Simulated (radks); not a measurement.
Isoelectronic series with 16 electrons, all held in the configuration [Ne] 3s2 3p4, which need not be the ground one along the series. All-electron calculation, scalar-relativistic Kohn-Sham, PBE, spin-polarised, spherical densities, point nucleus; open shells are filled with parallel spins first. Program: a radial shooting solver on a logarithmic mesh with Libxc functionals. Total energies (hartree) and orbital eigenvalues (eV):

S: E (hartree) -399.07715; 3p down -5.9771; 3p up -7.6893; 3s down -16.1278
Ar2+: E (hartree) -527.63187; 3p down -33.9824; 3p up -36.4684; 3s down -49.0310
Ca4+: E (hartree) -675.31841; 3p down -75.5774; 3p up -78.7761; 3s down -95.6329
Ti6+: E (hartree) -842.16683; 3p down -129.9978; 3p up -133.8835; 3s down -155.1770
Cr8+: E (hartree) -1028.25056; 3p down -196.9796; 3p up -201.5393; 3s down -227.4307
Fe10+: E (hartree) -1233.66698; 3p down -276.4126; 3p up -281.6388; 3s down -312.3217
Ni12+: E (hartree) -1458.53124; 3p down -368.2532; 3p up -374.1415; 3s down -409.8491
Zn14+: E (hartree) -1702.97396; 3p down -472.4930; 3p up -479.0409; 3s down -520.0522
Ge16+: E (hartree) -1967.14023; 3p down -589.1447; 3p up -596.3509; 3s down -642.9965
